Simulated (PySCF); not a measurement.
# C³⁺: ionisation energy

C³⁺ [He] 2s1 [2s1/2^1, M_J = 1/2] → C⁴⁺ 1s2, as a difference of total energies. Calculation: PySCF 2.14, in x2c-QZVPPall-2c (7s4p3d2f1g, 57 functions); the two-component X2C-1e Hamiltonian. Correlated levels: 1s2 frozen; the 2 highest virtual spinors dropped. "Screened" scales the spin-orbit matrix elements by Boettger's factors to mimic the two-electron term; Breit and QED terms are absent.

```json
{"method": "GHF (screened spin-orbit)", "ionisation energy (eV)": "64.380"}
{"method": "GMP2 (screened spin-orbit)", "ionisation energy (eV)": "64.380"}
{"method": "GCCSD (screened spin-orbit)", "ionisation energy (eV)": "64.380"}
{"method": "GCCSD(T) (screened spin-orbit)", "ionisation energy (eV)": "64.380"}
```

Errors of the correlated levels include the incompleteness of this basis and the frozen core.

For comparison: 64.494 eV (measured; NIST Atomic Spectra Database, ionization energies).
